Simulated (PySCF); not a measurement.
C2H5PSe.
SMILES with atom numbers: `[Se:1]=[PH:2]1[CH2:3][CH2:4]1` (hydrogens: H5 on P2; H6, H7 on C3; H8, H9 on C4)

Computed, not measured: PySCF, PBE0-D3(BJ)/def2-SVP geometry optimisation, gas phase.

Problem. What internal coordinates does the optimisation give?

Solution. 
| bond | length (Å) |
| --- | --- |
| Se1=P2 | 2.082 |
| P2–C3, P2–C4 | 1.812 |
| C3–C4 | 1.528 |
| P2–H5 | 1.416 |
| C3–H6, C4–H8 | 1.095 |
| C3–H7, C4–H9 | 1.095 |

Bonds in one row agree within 0.01 Å and their mean is given. A selection of angles:
| angle | degrees |
| --- | --- |
| Se1–P2–C3 | 128.3 |
| Se1–P2–H5 | 120.6 |
| C3–P2–C4 | 49.9 |
| C3–P2–H5 | 104.9 |
| P2–C3–C4 | 65.1 |
| P2–C3–H6 | 118.6 |
| P2–C3–H7 | 115.2 |
| C4–C3–H6 | 118.5 |
| C4–C3–H7 | 116.7 |
| H6–C3–H7 | 114.2 |

Torsions: Se1–P2–C3–C4 -111° (anticlinal); Se1–P2–C4–C3 112° (anticlinal).

The 3-membered ring P2–C3–C4 has internal angles of 49.9° to 65.1°. P2 (phosphorus bonded to 2 C, Se and H) has angles from 49.9° to 128.3°.

Point group: Cs (every atom within 0.08 Å of its image). No frequency check.
